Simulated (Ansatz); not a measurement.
`C[NH][GeH2][Cl]`, 10 atoms. Charge 0, multiplicity 1. Correlated methods include outer-core shells of Ge, which these sets cover unevenly. Scalar relativity is left out up to krypton. All runs use 4 threads of a server CPU on a shared host. Correlated methods freeze the cores.

Q: Give the basis size and wall time and peak host memory of each of these runs in Ansatz. RKS PBE0-D4/def2-SVP energy; RKS ωB97M-V/def2-QZVPP energy; RKS PBE0-D4/def2-TZVP frequencies; RKS SPW92/def2-TZVPP energy; RKS BLYP-D4/def2-TZVPP energy; RKS ωB97M-V/def2-SVP energy; RHF-CCSD(T)/def2-SVP energy; RKS PBE0-D4/def2-TZVP relaxation (8 steps); RKS PBE0-D4/def2-QZVPP energy; RHF-CCSD(T)/def2-TZVPP energy; RKS HSE06-D4/def2-TZVPP energy; RHF-MP2/def2-QZVPP energy. (Best estimate.)

A: Ansatz gave: Other jobs shared the machine, so times are rough.

```tsv
level	job	functions	wall time	peak host memory (GiB)
RKS SPW92/def2-TZVPP	energy	236	1.4 s	0.31
RKS PBE0-D4/def2-SVP	energy	108	1.5 s	0.25
RKS BLYP-D4/def2-TZVPP	energy	236	1.9 s	0.32
RKS HSE06-D4/def2-TZVPP	energy	236	2.7 s	0.69
RKS ωB97M-V/def2-SVP	energy	108	3.7 s	0.35
RHF-CCSD(T)/def2-SVP	energy	108	7 s	0.51
RKS PBE0-D4/def2-QZVPP	energy	453	10 s	1.8
RKS ωB97M-V/def2-QZVPP	energy	453	19 s	2.1
RHF-MP2/def2-QZVPP	energy	453	23 s	2.6
RKS PBE0-D4/def2-TZVP	relaxation (8 steps)	183	25 s	0.52
RKS PBE0-D4/def2-TZVP	frequencies	183	2.1 min	0.51
RHF-CCSD(T)/def2-TZVPP	energy	236	2.2 min	4.3
```

HSE06 is defined as in plane-wave codes.
